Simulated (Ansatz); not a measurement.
Species: fluoro(trihydroxy)silane, sum formula H3SiO3F (charge 0, singlet). SMILES: O[Si](O)(O)F
Geometry from a B3LYP-D3(BJ)/def2-TZVP (Ansatz, a program for electronic structure) optimisation:
```xyz
8

Si     0.0007    -0.0003    -0.0170
F     -0.0678     0.0278     1.5817
O     -0.7923     1.2887    -0.6039
O      1.5552     0.0491    -0.4816
O     -0.6928    -1.3665    -0.5530
H     -0.5010     2.1695    -0.3569
H      2.1518    -0.6459    -0.1938
H     -1.6127    -1.5392    -0.3394
```

Quantity: atomisation energy (electronic, to ground-state atoms), in eV. Cores are frozen in the correlated levels unless marked. UHF or UKS for open shells. No spin-orbit coupling. Non-relativistic. The coupled-cluster limit lacks core correlation, which all-electron functionals hold. CBS marks a two-point X^-3 extrapolation of the correlation energy; Hartree-Fock from the larger set (for Q and 5 zeta extrapolated as (X+1)exp(-9√X)).

```json
[
 {"level": "B97M-V/def2-TZVPD", "program": "Ansatz", "atomisation energy (eV)": "35.15"},
 {"level": "PBE0/STO-3G", "program": "Ansatz", "atomisation energy (eV)": "30.58"},
 {"level": "BHLYP-D4/def2-TZVPD", "program": "Ansatz + dftd4", "atomisation energy (eV)": "33.52"},
 {"level": "CCSD/aug-cc-pV(T+d)Z", "program": "Ansatz", "atomisation energy (eV)": "(withheld)"},
 {"level": "CCSD(T)/CBS(cc-pV(Q+d)Z,cc-pV(5+d)Z)", "program": "Ansatz", "atomisation energy (eV)": "(withheld)"}
]
```

**Question.** Some entries are withheld; supply them.

**Answer.** 
- CCSD/aug-cc-pV(T+d)Z, atomisation energy (eV): 34.18
- CCSD(T)/CBS(cc-pV(Q+d)Z,cc-pV(5+d)Z), atomisation energy (eV): 35.74
